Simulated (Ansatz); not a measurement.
A series at Si: from `Cl[Si]([SeH])([SeH])[SeH]`, ligands are replaced one by one, each step taking up HCl and setting free H₂Se; n counts the steps. Ansatz, PBE0-D4/def2-TZVP geometries. Each molecule was computed in one conformer, which needn't be the lowest.

```tsv
n	molecule	HOMO energy, ωB97M-V/def2-TZVPP (eV)
0	`Cl[Si]([SeH])([SeH])[SeH]`	-9.33
1	`Cl[Si](Cl)([SeH])[SeH]`	?
2	`Cl[Si](Cl)(Cl)[SeH]`	-9.87
3	`Cl[Si](Cl)(Cl)Cl`	-11.77
```

Problem. By hand: fit a straight line y = ȳ + b (n − n̄) to the 3 given rows and predict n = 1.

Solution. n̄ = 1.667, ȳ = -10.323; Σ(n − n̄)(y − ȳ) = -3.433, Σ(n − n̄)² = 4.667, so b = -0.736 eV a step. Prediction: -10.323 + (-0.736) × (-0.667) = -9.83 eV.

Problem. By hand: compare with the computed value, -9.53 eV, and give the steps along the whole series.

Solution. The line misses by 0.30 eV (computed minus predicted). Steps: -0.20, -0.34, -1.90 eV.

One step carries most of the change, so a line is a poor guide. The highest orbital can change its character along such a series. The miss is 12.3 % of the series' range.
